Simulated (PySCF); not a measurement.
F3Te, charge +1, singlet, geometry from GFN2-xTB (core potentials on Te); CAMB3LYP/def2-SVP (PySCF).

The PySCF input:
```python
from pyscf import gto, scf, dft

mol = gto.M(
    atom='''
Te   -0.06651998    0.12188136    0.33078461
F    -1.16789324   -1.07688202   -0.58739142
F     0.08902262    1.21325728   -1.17845659
F     1.46320830   -0.84057864   -0.14535195
''',
    basis='def2-svp',
    ecp={'Te': 'def2-svp'},
    charge=1,
    verbose=5,
)

mf = dft.RKS(mol)
mf.xc = 'camb3lyp'
mf.kernel()
```

Output, abridged:

```
PySCF version 2.14.0

[INPUT] verbose = 5
[INPUT] max_memory = 4000
[INPUT] num. atoms = 4
[INPUT] num. electrons = 50
[INPUT] charge = 1
[INPUT] spin (= nelec alpha-beta = 2S) = 0
[INPUT] symmetry False subgroup None
[INPUT] Mole.unit = angstrom
[INPUT] Symbol           X                Y                Z      unit          X                Y                Z       unit  Magmom
[...]
[INPUT] ---------------- BASIS SET ----------------
[INPUT] l, kappa, [nprim/nctr], expnt,             c_1 c_2 ...
[INPUT] F
[...]
                                435.4193912       -0.039904258866
                                98.843328866      -0.17912768038
                                27.485198001      -0.46758090825
                                8.5405498171      -0.4465313102
[...]
                                4.9872339257      -0.23754317067
                                1.3491613954      -0.51287353587
[...]
[INPUT] Te
[...]
                                21.919773309      -0.13203517066
                                18.06127139       0.36203197834
                                8.1403463241      -0.75591120276
                                2.0705998798      0.791929284
                                0.97715185085     0.4055834254
[...]
                                1.6122696062      0.35202140517
[...]
                                10.433943171      -0.41205302672
                                1.3623024763      0.78760578076
                                0.59239616258     0.15283299018
[...]
                                18.884095378      -0.0035221408938
                                4.252730463       0.28254216065
                                1.8757557092      0.52039372916
                                0.77069282849     0.32213541689
[...]
nuclear repulsion = 231.481921379188
number of shells = 28
number of NR pGTOs = 133
number of NR cGTOs = 68
basis = def2-svp
ecp = {'Te': 'def2-svp'}

******** <class 'pyscf.dft.rks.RKS'> ********
method = RKS
initial guess = minao
damping factor = 0
level_shift factor = 0
DIIS = <class 'pyscf.scf.diis.CDIIS'>
diis_start_cycle = 1
diis_space = 8
diis_damp = 0
SCF conv_tol = 1e-09
SCF conv_tol_grad = None
SCF max_cycles = 50
direct_scf = True
direct_scf_tol = 1e-13
XC library pyscf.dft.libxc version 7.1.2
    S. Lehtola, C. Steigemann, M. J. T. Oliveira, and M. A. L. Marques,  SoftwareX 7, 1–5 (2018)
XC functionals = camb3lyp
    T. Yanai, D. P. Tew, and N. C. Handy,  Chem. Phys. Lett. 393, 51 (2004)
radial grids:
    Treutler-Ahlrichs [JCP 102, 346 (1995); DOI:10.1063/1.469408] (M4) radial grids

becke partition: Becke, JCP 88, 2547 (1988); DOI:10.1063/1.454033
pruning grids: <function nwchem_prune>
grids dens level: 3
symmetrized grids: False
atomic radii adjust function: <function treutler_atomic_radii_adjust>
small_rho_cutoff = 0
Set gradient conv threshold to 3.16228e-05
Initial guess from minao.
Density of valence part of ANO basis will be used as initial guess for Te
atom Te rad-grids = 95, ang-grids = [ 50  50  50  50  50  50  50  50  50  50  50  50  50  50  50  50  50  50
  50  50  50  50  50  50  50  50  50  50  50  50  86  86  86  86  86  86
  86  86  86  86  86  86  86  86  86  86 350 350 350 350 350 350 350 350
 350 350 350 434 434 434 434 434 434 434 434 434 434 434 434 434 434 434
 434 434 434 434 434 434 434 434 350 350 350 350 350 350 350 350 350 350
 350 350 350 350 350]
atom F rad-grids = 75, ang-grids = [ 50  50  50  50  50  50  50  50  50  50  50  50  50  50  50  50  50  50
  50  50  50  50  86  86  86  86  86  86  86  86  86 266 266 266 266 266
 266 302 302 302 302 302 302 302 302 302 302 302 302 302 302 302 302 302
 302 302 266 266 266 266 266 266 266 266 266 266 266 266 266 266 266 266
 266 266 266]
tot_boxes 1859, boxes in each direction [11 11  9]
Padding 0 grids
tot grids = 64744
nelec by numeric integration = 49.35466980022741
E1 = -1269.0697149966086  E2 = 498.16293042939947  Ecoul = 546.8332050604147  Exc = -48.670274631015204
[...]
 -2.12632219e+00 -2.11931757e+00 -2.11931727e+00 -2.11489246e+00
 -1.54017962e+00 -1.49336887e+00 -1.49336171e+00 -1.04524989e+00
 -8.35477041e-01 -8.35473471e-01 -8.17476886e-01 -7.67097716e-01
 -7.67089362e-01 -7.43011726e-01 -7.43001159e-01 -7.37749604e-01
 -7.17568864e-01 -3.29174137e-01 -3.29172375e-01 -2.42765904e-01
  3.84966635e-03  8.57001454e-02  9.32512395e-02  9.32533512e-02
  1.35563805e-01  1.35565091e-01  1.62082032e-01  3.16253142e-01
  3.16255068e-01  9.83806976e-01  9.83808864e-01  9.99564890e-01
  1.00467072e+00  1.00467484e+00  1.02350391e+00  1.11969341e+00
  1.12468392e+00  1.12468690e+00  1.41794543e+00  1.41794948e+00
  1.59806737e+00  2.83217711e+00  2.83924719e+00  2.83924860e+00
  2.87421103e+00  2.87423176e+00  2.87519905e+00  2.87692509e+00
  2.87910255e+00  2.87913553e+00  2.93319740e+00  2.93320341e+00
  2.95281471e+00  3.02583077e+00  3.06138998e+00  3.06140894e+00
  1.87072740e+01  1.89352204e+01  1.89352207e+01  5.21337285e+01]
nelec by numeric integration = 50.0000112073466
E1 = -1330.9980801238826  E2 = 532.6406624224153  Ecoul = 584.4437821695825  Exc = -51.803119747167216
cycle= 9 E= -566.87549632228  delta_E= -6.19e-10  |g|= 4.68e-05  |ddm|= 9.09e-05
[...]
  mo_energy =
[-2.50387880e+01 -2.50386637e+01 -2.50386595e+01 -6.79419861e+00
 -4.92892456e+00 -4.92892426e+00 -4.92140624e+00 -2.12632055e+00
 -2.12632031e+00 -2.11931546e+00 -2.11931520e+00 -2.11489020e+00
 -1.54017941e+00 -1.49336601e+00 -1.49336449e+00 -1.04524915e+00
 -8.35476448e-01 -8.35473567e-01 -8.17476397e-01 -7.67096807e-01
 -7.67090380e-01 -7.43008781e-01 -7.43003951e-01 -7.37749546e-01
 -7.17568945e-01 -3.29173098e-01 -3.29172016e-01 -2.42765022e-01
  3.85026411e-03  8.57010182e-02  9.32518627e-02  9.32539205e-02
  1.35564790e-01  1.35565524e-01  1.62082839e-01  3.16254253e-01
  3.16255656e-01  9.83806466e-01  9.83808883e-01  9.99564556e-01
  1.00467116e+00  1.00467456e+00  1.02350386e+00  1.11969345e+00
  1.12468374e+00  1.12468702e+00  1.41794331e+00  1.41795205e+00
  1.59806773e+00  2.83217686e+00  2.83924561e+00  2.83924996e+00
  2.87421341e+00  2.87422934e+00  2.87519893e+00  2.87692515e+00
  2.87910583e+00  2.87913210e+00  2.93319683e+00  2.93320387e+00
  2.95281474e+00  3.02583072e+00  3.06139186e+00  3.06140693e+00
  1.87072761e+01  1.89352223e+01  1.89352226e+01  5.21337306e+01]
nelec by numeric integration = 50.0000112071122
E1 = -1330.9980765511455  E2 = 532.6406588492622  Ecoul = 584.4437805566276  Exc = -51.8031217073654
cycle= 10 E= -566.875496322696  delta_E= -4.16e-10  |g|= 5.42e-06  |ddm|= 3.6e-05
[...]
  mo_energy =
[-2.50387891e+01 -2.50386638e+01 -2.50386617e+01 -6.79419847e+00
 -4.92892444e+00 -4.92892414e+00 -4.92140614e+00 -2.12632048e+00
 -2.12632024e+00 -2.11931539e+00 -2.11931513e+00 -2.11489013e+00
 -1.54017985e+00 -1.49336604e+00 -1.49336536e+00 -1.04524937e+00
 -8.35476628e-01 -8.35474080e-01 -8.17476652e-01 -7.67097431e-01
 -7.67090612e-01 -7.43009729e-01 -7.43003730e-01 -7.37749887e-01
 -7.17569552e-01 -3.29173330e-01 -3.29172148e-01 -2.42765074e-01
  3.85020169e-03  8.57009894e-02  9.32518090e-02  9.32538695e-02
  1.35564632e-01  1.35565478e-01  1.62082736e-01  3.16254082e-01
  3.16255536e-01  9.83806390e-01  9.83808634e-01  9.99564424e-01
  1.00467129e+00  1.00467399e+00  1.02350360e+00  1.11969325e+00
  1.12468353e+00  1.12468675e+00  1.41794349e+00  1.41795125e+00
  1.59806742e+00  2.83217649e+00  2.83924579e+00  2.83924916e+00
  2.87421267e+00  2.87422948e+00  2.87519871e+00  2.87692486e+00
  2.87910488e+00  2.87913253e+00  2.93319663e+00  2.93320346e+00
  2.95281448e+00  3.02583038e+00  3.06139112e+00  3.06140699e+00
  1.87072762e+01  1.89352224e+01  1.89352227e+01  5.21337308e+01]
nelec by numeric integration = 50.00001120714549
E1 = -1330.998092084444  E2 = 532.6406743825521  Ecoul = 584.4437983590794  Exc = -51.80312397652729
Extra cycle  E= -566.875496322704  delta_E= -8.53e-12  |g|= 6.72e-06  |ddm|= 1.09e-05
converged SCF energy = -566.875496322704
```
